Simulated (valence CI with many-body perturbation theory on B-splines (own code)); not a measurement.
Cs XXIII in brief

Method: valence CI with perturbative core correlation (CI+MBPT): five valence electrons over a frozen Dirac-Fock core [Ar] 3d10, radial functions for each j: 11 s, 11 p, 10 d, 8 f, 5 g, 2 h, with the one-electron correlation potential Σ1 (screened to all orders), the two-electron term Σ2, the three-electron term Σ3, Breit, model QED; selected single and double excitations, second order for the rest, scaled by the run's own slope (own B-spline code, finite nucleus).

No measured levels were compared; by estimate levels hold to about 250 cm⁻¹ or 0.2 % of their energy and the worst to 1 %, as in measured heavy ions of charge 2 to 7; those with d or f electrons hold less well. Among the levels kept, up to 2100 cm⁻¹ of a level comes from second order outside the variational space, and about a tenth of that is noise between levels of different J, which matters for small intervals.

Levels are named by their leading jj configuration (3d3/2^4 stands for four electrons in 3d with j = 3/2), which in mixed levels can hold well under half, so a name can repeat and another be missing.

Rates and lifetimes use the calculated energies. Strong lines usually hold to 10 to 20 %, long lifetimes can be off by a factor of two.

(1) What is the ground level?

(2) Where does the other parity begin?

(3) How well does LS coupling describe the low levels?

(4) Among levels below 231.34 eV, which E1 lines absorb most strongly from the ground level?

(5) Name the longest-lived excited levels whose lifetime is computed, and their main decay.

Results:

(1) (4s^2 4p1/2^2 4p3/2) J=3/2, composition 39 % 4s2 4p3 4S° + 38 % 4s2 4p3 2P° + 21 % 4s2 4p3 2D°, g = 1.482.

(2) At (4s 4p1/2^2 4p3/2^2) J=5/2, 67.09 eV.

(3) Among the lowest 20 levels the leading LS term, summed over configurations, holds 60 % on average. For single configurations the figures are 57 % in LS and 81 % in jj coupling. Terms mix most in the J = 5/2 level at 94.88 eV, where the leading one holds 35 %.

(4) to (4s^2 4p1/2 4p3/2 4d3/2) J=5/2 at 10.72 nm, f = 0.693; to (4s^2 4p1/2 4p3/2 4d3/2) J=3/2 at 10.64 nm, f = 0.438; to (4s^2 4p1/2 4p3/2 4d3/2) J=1/2 at 10.63 nm, f = 0.293.

(5) (4s^2 4p1/2 4p3/2^2) J=5/2 at 18.30 eV lives 127 μs, mostly by M1 to (4s^2 4p1/2^2 4p3/2) J=3/2; (4s^2 4p1/2 4p3/2^2) J=3/2 at 15.05 eV lives 25.7 μs, mostly by M1 to (4s^2 4p1/2^2 4p3/2) J=3/2; (4s^2 4p1/2 4p3/2^2) J=1/2 at 22.55 eV lives 23.5 μs, mostly by M1 to (4s^2 4p1/2^2 4p3/2) J=3/2. The lifetime of (4s^2 4p1/2 4p3/2 4d5/2) J=9/2 is too uncertain to give, and may be longer.
